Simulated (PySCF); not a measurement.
Bonding in `Cc1ccpc(C)n1`

Species: C₆H₈NP.
Atom-mapped SMILES: `[CH3:1][c:2]1[cH:3][cH:4][p:5][c:6]([CH3:7])[n:8]1` (hydrogens: H9, H10, H11 on C1; H12 on C3; H13 on C4; H14, H15, H16 on C7)

Structure used (GFN2-xTB), in Å, numbered top down from 1:
```
atom  x, y, z in Å
C1    -1.3421   -1.9832    0.2083
C2    -0.7895   -0.6010    0.0416
C3    -1.6458    0.4781   -0.1635
C4    -1.1864    1.7667   -0.3266
P5     0.4851    2.2304   -0.2981
C6     1.1812    0.6342   -0.0209
C7     2.6765    0.5418    0.0780
N8     0.5300   -0.4954    0.1046
H9    -1.9170   -2.2700   -0.6708
H10   -2.0043   -2.0245    1.0717
H11   -0.5261   -2.6855    0.3489
H12   -2.7105    0.2877   -0.1940
H13   -1.9075    2.5610   -0.4837
H14    2.9643   -0.4674    0.3609
H15    3.0538    1.2501    0.8143
H16    3.1308    0.7860   -0.8821
```

Bond orders from the PBE0/pcSseg-1 density (PySCF). Isolated species at its GFN2-xTB geometry, gas phase.

(1) Where do the orders between heavy atoms depart from those drawn in the SMILES?

(2) Give the Mayer order of every bond, beside its length.

Answers

(1) The largest departure is 0.254, at P5–C6 (drawn aromatic, 1.246), counting aromatic bonds as 1.5. The bonds drawn aromatic range from 1.25 to 1.49.

(2) 
```tsv
bond	drawn as	length (Å)	Mayer order
C1–C2	single	1.498	1.046
C2–C3	aromatic	1.393	1.323
C3–C4	aromatic	1.378	1.470
C4–P5	aromatic	1.735	1.310
P5–C6	aromatic	1.763	1.246
C6–C7	single	1.501	1.025
C6–N8	aromatic	1.310	1.489
N8–C2	aromatic	1.325	1.477
C1–H9	single	1.089	0.950
C1–H10	single	1.089	0.950
C1–H11	single	1.086	0.955
C3–H12	single	1.082	0.962
C4–H13	single	1.084	0.945
C7–H14	single	1.087	0.960
C7–H15	single	1.089	0.951
C7–H16	single	1.090	0.947
```

Bonds between the same two heavy elements. C–C: lowest C6–C7 (1.025, 1.501 Å), highest C3–C4 (1.470, 1.378 Å). C–P: lowest P5–C6 (1.246, 1.763 Å), highest C4–P5 (1.310, 1.735 Å). C–N: all 2 within 0.02 of one another (1.477 to 1.489).

Task: Sum the orders of all bonds at each heavy atom with more than one neighbour and set the sums beside the valence in the SMILES.

Result: C1 3.901 (drawn 4), C2 3.846 (drawn 4), C3 3.755 (drawn 4), C4 3.725 (drawn 4), P5 2.556 (drawn 3), C6 3.760 (drawn 4), C7 3.883 (drawn 4), N8 2.966 (drawn 3). Orders between atoms that aren't bonded are not in these sums.

The Mayer order sums products of elements of PS (density times overlap matrix) between the two atoms' basis functions, so it depends on the basis set.

These values come from a run that also computed NMR shieldings. The run took 24 s of wall time on an Arm Neoverse V1 with one thread, shared host, and the process peaked at 0.88 GiB of memory.
